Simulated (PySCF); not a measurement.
Work out the structure from these simulated measurements.

Formula: CH10NOSi3; charge -1.

| Property | Result |
| --- | --- |
| XPS | Si2p3/2 101.7, Si2p3/2 102.0, Si2p3/2 103.0, C1s 286.0, N1s 397.1, O1s 532.9, Si1s 1841.7, Si1s 1842.1, Si1s 1842.9 eV [ΔSCF SCAN, pcX-2 on the ionised atom, pcseg-1 elsewhere, spin-free X2C, 2p3/2 from a spin–orbit splitting computed afterwards within the 2p shell] |
| NMR, other nuclei | isotropic shieldings of nuclei other than C and H, by class: 214 (1 N), 270 (1 O), 390 (1 Si), 414 (1 Si), 449 (1 Si) ppm [GIAO PBE0/pcSseg-1] |
| 1H NMR | chemical shifts (computed TMS as zero) by class: 5.38 (1 H), 5.12 (3 H), 4.72 (3 H), -0.29 (3 H) ppm [GIAO PBE0/pcSseg-1] |
| Rotational structure | rotational constants A, B, C: 2.063, 1.340, 0.888 GHz [PBE0-D3(BJ)/def2-SVP] |
| 13C NMR | chemical shifts (computed TMS as zero) by class: 7.0 (1 C) ppm [GIAO PBE0/pcSseg-1] |

Electronic properties: PySCF, gas phase, density fitting. Levels stand in brackets. One conformer (not necessarily the lowest) at the PBE0-D3(BJ)/def2-SVP geometry, without solvent, vibrations or thermal averaging. No diffuse functions stand in pcSseg-1, which bears on an anion's orbital energies. NMR classes are plain means over equivalent atoms (diastereotopic ones count apart unless rotation or inversion swaps them), as if these changed places fast.

Question: Propose a structure and show how it fits.

Answer: Numbering: `[CH3:1][Si@@H:2]([N-:3][SiH3:4])[O:5][SiH3:6]`. The one carbon: Si-methyl carbon [C1] (7.0 ppm). Hydrogen classes from least to most shielded: 1 H on an oxygen-bound silicon, Si2 (5.38 ppm), 3 H on an SiH3 silicon, Si4 (5.12 ppm), 3 H on an oxygen-bound silicon, Si6 (4.72 ppm), 3 H on an Si-methyl carbon, C1 (-0.29 ppm). The other shieldings belong to: 214 ppm, nitrogen bonded to 2 Si [N3]; 270 ppm, siloxane oxygen [O5]; 390 ppm, oxygen-bound silicon [Si2]; 414 ppm, oxygen-bound silicon [Si6]; 449 ppm, SiH3 silicon [Si4]. The core levels belong to: Si2p3/2 101.7 eV, SiH3 silicon [Si4]; Si2p3/2 102.0 eV, oxygen-bound silicon [Si2]; Si2p3/2 103.0 eV, oxygen-bound silicon [Si6]; C1s 286.0 eV, Si-methyl carbon [C1]; N1s 397.1 eV, nitrogen bonded to 2 Si [N3]; O1s 532.9 eV, siloxane oxygen [O5]; Si1s 1841.7 eV, SiH3 silicon [Si4]; Si1s 1842.1 eV, oxygen-bound silicon [Si2]; Si1s 1842.9 eV, oxygen-bound silicon [Si6]. The optimised geometry has point group C1 and is an asymmetric top. Structure: `C[Si@@H]([N-][SiH3])O[SiH3]`. The assignments are read from this structure; whether some other isomer fits the data as well wasn't checked. The mirror image fits equally.

The values belong to the conformer `[CH3:1][Si@@H:2]([N-:3][SiH3:4])[O:5][SiH3:6]`: C1–Si2–N3–Si4 -71°, C1–Si2–O5–Si6 -126°.
